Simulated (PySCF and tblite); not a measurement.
Values are calculated unless marked as measured or tabulated.
2 diastereomers of C₆H₇F₇, numbered alike:

```json
{"isomer": "A", "SMILES": "[F:1][CH2:2][C@@H:3]([F:4])[CH2:5][C@H:6]([F:7])[C:8]([F:9])([F:10])[CH:11]([F:12])[F:13]", "descriptors (one enantiomer)": "3S, 6S"}
{"isomer": "B", "SMILES": "[F:1][CH2:2][C@H:3]([F:4])[CH2:5][C@H:6]([F:7])[C:8]([F:9])([F:10])[CH:11]([F:12])[F:13]", "descriptors (one enantiomer)": "3R, 6S"}
```

Each isomer is a Boltzmann average at 298.15 K over at most 6 conformers: GFN2-xTB geometries, energies PBE0/6-31G* (D3(BJ) added where defined), GFN2-xTB thermal terms. Programs: PySCF with density fitting and tblite.

**Question.** Rank the isomers by free energy at 298.15 K.

**Answer.** 
| isomer | ΔG (kcal/mol) | ΔE, lowest conformer | conformers | largest weight % | rms dipole (D) |
| --- | --- | --- | --- | --- | --- |
| A | 0.0 | 0.0 | 6 | 32 | 1.96 |
| B | 0.9 | 0.7 | 6 | 28 | 1.48 |

ΔG is for one enantiomer.

**Question.** If they could interconvert freely, what would the mixture hold (chiral isomers as racemates)?

**Answer.** A 81 %, B 19 %. A racemate gains RT ln 2.

The conformer set may be incomplete (the search or the number kept was capped).
